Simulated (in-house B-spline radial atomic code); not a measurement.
**PBE hybrid excitations of Mg III (Mg2+)**

Method: PBE hybrid with 0.8 exact exchange. Computed with a B-spline radial code for spherical atoms: linear response of the closed shell [He] 2s2 2p6 with the functional's adiabatic kernel; non-relativistic, point nucleus, no spin-orbit coupling, no double excitations, S, P, D and F terms only. Only terms of natural parity with L up to 3 were computed.

Command:
```bash
python run_td.py task.json out
```
Settings (radii: box in bohr, nucleus in fm):
```
Z                        12
electrons                10
configuration            [He] 2s2 2p6
hamiltonian              nr
method                   pbeh
box_radius               29.48
exact_exchange_fraction  0.8
intervals                52
```

Run time, properties included: 0.3 s on 1 thread of Arm Neoverse N1, on a shared host.

The lowest states, in the order of their Tamm-Dancoff energies; the method's threshold (minus the highest occupied level) is 79.80 eV. Labels give the largest channel, * marks a mixed state, and oscillator strengths are full-response dipole values. Semilocal kernels can invert the small singlet-triplet splittings of Rydberg terms. Energies in eV:

```csv
state,full response,Tamm-Dancoff,oscillator strength
2p → 3s 3P,53.87,53.91,-
2p → 3s 1P,54.63,54.65,0.234
2p → 3p 3S,58.68,58.76,-
2p → 3p 3D,?,?,-
2p → 3p 1D,60.20,60.21,-
2p → 3p 1S,62.70,62.95,-
2p → 3d 3P,?,?,-
2p → 3d 3F,66.97,66.98,-
2p → 3d 1F,67.09,67.09,-
2p → 3d 1P,67.42,67.45,0.437
```

Q: Where does 2p → 3d 3P lie?

A: At 66.81 eV in full response, 66.81 eV in Tamm-Dancoff.

Q: Where does 2p → 3p 3D lie?

A: At 59.71 eV in full response, 59.75 eV in Tamm-Dancoff.

Q: How large is the singlet-triplet splitting of 2p → 3s (P terms) in Tamm-Dancoff?

A: 0.74 eV, from the unrounded values.

Q: What polarisabilities and dispersion coefficient does the method give?

A: Dipole 0.4726 bohr³, quadrupole 0.5222 bohr⁵, C6 0.5634 hartree·bohr⁶ for two such species.
